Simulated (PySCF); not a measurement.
**How the method changes the constants of BTe⁻**

State: ¹Σ⁺ (singlet), closed shell. Set-up: PySCF, scalar-relativistic core potentials, basis sets B def2-SVPD, Te def2-SVPD with ECP28. De refers to B + Te⁻ in their high-spin ground configurations, without counterpoise correction. A positive dipole points towards Te; it is taken about the centre of mass and depends on that origin.

```
      Level  Re (Å)  ωe (cm⁻¹)  De (eV)  μ (D)  CPU s a point (SCF and correlation, without the integrals)
        RHF   2.081        685      n/a   4.33                                                       0.078
    RHF-MP2   2.066        688      n/a    n/a                                                        0.13
RHF-SCS-MP2   2.072        681      n/a    n/a                                                         n/a
   RHF-CCSD   2.082        668      n/a    n/a                                                         n/a
RHF-CCSD(T)   2.088        657      n/a    n/a                                                           3
        LDA   2.064        665     5.16   4.93                                                        0.55
        PBE   2.091        641     4.54   4.78                                                        0.74
       PW91   2.090        640     4.54   4.74                                                        0.54
     r²SCAN   2.080        661     4.32   4.88                                                           1
       PBE0   2.072        673     4.28   4.81                                                         1.3
    r²SCAN0   2.067        682     4.10   4.83                                                         1.1
    LC-ωPBE   2.042        717     3.94   4.95                                                        0.82
```

(1) What does a quarter of exact exchange do here, going from PBE to PBE0?

(2) What does the step from GGA to meta-GGA do here, going from PBE to r²SCAN?

(3) What does second-order correlation do here, going from RHF to RHF-MP2?

Correlated steps freeze 5 core orbitals. These are scalar-relativistic numbers at best; spin–orbit coupling would shift them, the dissociation energy most. For an ion De counts to the pair picked by the measured ionisation energies or electron affinities, which need not be the lowest pair at this level. The highest Kohn–Sham level is positive in this anion. Much of that is self-interaction error, but it also means that the finite basis helps to hold the extra electron. The CCSD T1 diagnostic is raised, a sign that a single reference may not be enough here.

The whole job (state search and all levels along the bond) took about 2.1 min on 1 thread of Arm Neoverse V2 (shared host), peak memory 0.71 GiB.

Results:

(1) PBE0 less PBE: -1.9 pm in Re, +5.0 % in ωe, -0.26 eV in De. Exact exchange removes part of the self-interaction that spreads semilocal densities, and in most molecules shortens and stiffens the bond and lowers De; so it does here.

(2) r²SCAN less PBE: -1.1 pm in Re, +3.1 % in ωe, -0.22 eV in De. 

(3) RHF-MP2 less RHF: -1.5 pm in Re, +0.4 % in ωe. Correlation nearly always deepens the well. The bond shortens, as in weak, metallic or heavy-atom bonds, where dispersion and the correlation of outer-core electrons pull the atoms together.
